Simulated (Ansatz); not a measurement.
Basis sets compared for Si(eta1-allyl)H3 (C3H8Si). The state is a singlet with charge 0. Geometry PBE0-D4/def2-SVP. Ansatz on 4 threads of Intel Xeon on a shared host; times are rough, and most runs start from earlier orbitals.

```xyz
12

Si   -0.3569    1.1276    1.3241
C    -0.7984    0.0687   -0.1853
C     0.4054   -0.2888   -0.9929
C     0.9837   -1.4914   -1.0396
H    -1.5218    0.6450   -0.7883
H    -1.3201   -0.8342    0.1734
H     0.8574    0.5303   -1.5677
H     0.5785   -2.3443   -0.4852
H     1.8820   -1.6667   -1.6364
H     0.3851    2.3530    0.8928
H     0.5061    0.3506    2.2644
H    -1.6009    1.5502    2.0408
```

Binding counts from free atoms (Si triplet, C triplet, H doublet) in the same basis, without a counterpoise term.

```
              level  functions  energy (Eh)  HOMO (eV)  LUMO (eV)  binding per atom (eV)  wall time
    PBE-D4/def2-SVP        100    -408.0973      -6.01      -0.71                   3.92      2.1 s
   PBE-D4/def2-TZVP        178    -408.3293      -6.10      -0.92                   3.90      2.6 s
r2SCAN-D4/def2-TZVP        178    -408.5427      -6.28      -0.67                   3.86      3.9 s
   PBE0-D4/def2-SVP        100    -408.1510      -7.14       0.30                   3.89      2.2 s
  PBE0-D4/def2-TZVP        178    -408.3786      -7.18       0.08                   3.87      3.7 s
```

Problem. Estimate the rows for PBE-D4/def2-TZVPD, r2SCAN-D4/def2-TZVPD, PBE0-D4/def2-TZVPD.

Solution. 
| level | functions | energy (Eh) | HOMO (eV) | LUMO (eV) | binding per atom (eV) | wall time |
| --- | --- | --- | --- | --- | --- | --- |
| PBE-D4/def2-TZVPD | 226 | -408.3300 | -6.12 | -0.99 | 3.90 | 4.5 s |
| r2SCAN-D4/def2-TZVPD | 226 | -408.5432 | -6.29 | -0.71 | 3.86 | 6.5 s |
| PBE0-D4/def2-TZVPD | 226 | -408.3792 | -7.19 | -0.02 | 3.87 | 6 s |
